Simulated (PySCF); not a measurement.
CH₄FMoNO, multiplicity 1. Atoms are numbered in the order given.

```xyz
9

Mo     0.0476    -0.0775    -0.0003
O      1.4477    -0.2091     0.9258
N      0.4720    -0.0148    -1.6803
H      1.2322    -0.0662    -2.3614
F     -1.2403    -1.3787     0.3316
C     -0.7248     1.8340     0.3918
H      0.0092     2.6249     0.1732
H     -1.0018     1.8831     1.4594
H     -1.6152     1.9926    -0.2396
```

Coordinates come from a r2SCAN-D4/def2-SVP optimisation. The spin state was assumed, not searched. The structure was generated by enumeration; whether it is a known compound was not checked. The def2 effective core potentials stand for the cores of Mo; spin–orbit coupling is left out.

These are PBE0/def2-TZVP (PySCF) values and carry that method's errors.

Atomic charges (e):

```tsv
atom	Löwdin	Mulliken
Mo1	0.80	1.57
O2	-0.28	-0.55
N3	-0.33	-0.67
H4	0.16	0.26
F5	-0.27	-0.48
C6	-0.49	-0.61
H7	0.14	0.17
H8	0.13	0.16
H9	0.13	0.16
```
